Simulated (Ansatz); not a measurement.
Relaxation of C₂H₉AlOSi (14 atoms, charge 0, multiplicity 1), to a largest force component of 0.015 eV/Å in at most 40 steps.

Theory: RKS B3LYP/6-31G* in Ansatz 0.2.0.

```xyz
14
Properties=species:S:1:pos:R:3:forces:R:3
O -0.864 0.384 1.435 -3.42 1.14 1.08
C 0.209 -0.090 0.760 3.43 -1.57 -0.69
Al 0.631 -1.917 1.452 0.93 -0.39 0.13
C 0.080 -0.104 -0.763 -3.73 -0.09 0.43
Si -0.246 1.603 -1.470 -0.33 0.81 1.15
H -1.679 -0.151 1.214 1.13 0.71 0.27
H 1.116 0.556 1.002 -1.01 -0.37 0.00
H 1.977 -2.679 0.893 -0.47 0.12 0.19
H -0.257 -2.576 2.621 0.00 0.03 -0.24
H 0.903 -0.546 -1.231 1.45 -0.94 -0.85
H -0.887 -0.737 -0.998 1.68 0.78 0.02
H 0.941 2.451 -1.117 -0.18 0.01 -0.14
H -1.502 2.235 -0.875 0.57 -0.26 -0.27
H -0.435 1.542 -2.894 -0.04 0.03 -1.07
```

Q: Where does it end, and by what steps?

A: The forces met the threshold. After 24 steps the energy has fallen by 0.897 eV; H8 moved furthest, 2.09 Å. Joined: O1–Al3.

| step | energy less start (eV) | largest force component (eV/Å) | accepted |
| --- | --- | --- | --- |
| 0 | 0.0000 | 3.728 | yes |
| 1 | -0.4285 | 1.382 | yes |
| 2 | -0.5115 | 0.261 | yes |
| 3 | -0.5226 | 0.816 | yes |
| 4 | -0.5461 | 0.276 | yes |
| 5 | -0.5627 | 0.116 | yes |
| 6 | -0.5704 | 0.186 | yes |
| 7 | -0.5761 | 0.109 | yes |
| 8 | -0.5847 | 0.130 | yes |
| 9 | -0.5919 | 0.164 | yes |
| 10 | -0.5926 | 0.426 | yes |
| 11 | -0.6245 | 0.470 | yes |
| 12 | -0.6576 | 0.566 | yes |
| 13 | -0.7037 | 0.689 | yes |
| 14 | -0.7923 | 0.808 | yes |
| 15 | -0.8402 | 1.093 | yes |
| 16 | -0.8610 | 0.509 | yes |
| 17 | -0.8841 | 0.189 | yes |
| 18 | -0.8905 | 0.048 | yes |
| 19 | -0.8931 | 0.056 | yes |
| 20 | -0.8951 | 0.071 | yes |
| 21 | -0.8962 | 0.053 | yes |
| 22 | -0.8969 | 0.032 | yes |
| 23 | -0.8923 | 0.175 | no |
| 24 | -0.8971 | 0.015 | yes |

```xyz
14
Properties=species:S:1:pos:R:3
O -0.140 0.052 1.567
C 0.774 -0.371 0.367
Al 0.459 -1.847 1.630
C 0.089 -0.149 -0.970
Si -0.505 1.630 -1.324
H -1.048 0.198 1.249
H 1.644 0.277 0.485
H 1.446 -2.128 2.840
H -0.796 -2.769 1.292
H 0.824 -0.407 -1.746
H -0.743 -0.852 -1.117
H 0.616 2.592 -1.146
H -1.601 2.012 -0.387
H -1.032 1.734 -2.712
```

Time of the run: 75 s on 2 threads of Arm Neoverse V2, with other jobs on the host, peak memory 0.23 GiB.
